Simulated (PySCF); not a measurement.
BiSe⁺: frontier orbitals

HSE06 at R = 2.357 Å; PySCF, scalar-relativistic core potentials, basis sets Bi cc-pVDZ-PP with ECP60, Se cc-pVDZ-PP with ECP10. State: ¹Σ⁺ (singlet), closed shell. Only the outer orbitals are listed, counted within each symmetry, core potentials removing the inner ones.

| orbital | occ. | ε (eV) | on Bi (%) | main shells (%) |
| --- | --- | --- | --- | --- |
| 7σ | 2 | -25.86 | 32 | 65 Se s, 27 Bi s |
| 8σ | 2 | -21.47 | 66 | 65 Bi s, 30 Se s |
| 9σ | 2 | -14.11 | 43 | 54 Se p, 38 Bi p |
| 5π | 2 | -13.28 | 33 | 67 Se p, 31 Bi p |
| 5π | 2 | -13.28 | 33 | 67 Se p, 31 Bi p |
| 6π | 0 | -9.77 | 69 | 68 Bi p, 31 Se p |
| 6π | 0 | -9.77 | 69 | 68 Bi p, 31 Se p |
| 10σ | 0 | -6.22 | 70 | 65 Bi p, 32 Se p |

Which are the highest filled and the lowest empty level, where do they sit, and how wide is the gap?

Highest filled 5π at -13.28 eV (in %: 67 Se p, 31 Bi p); lowest empty 6π at -9.77 eV (in %: 68 Bi p, 31 Se p); the gap at HSE06 is 3.51 eV.

- bond order (Mayer): 2.69
- ⟨S²⟩: 0.000
- charge on Bi (Mulliken, basis-dependent): 0.89
- charge on Bi (Löwdin, basis-dependent): 0.87
- dipole moment (positive dipole points towards Se; it is taken about the centre of mass and depends on that origin): -1.57 D

These are scalar-relativistic numbers at best; spin–orbit coupling would shift them, the dissociation energy most.
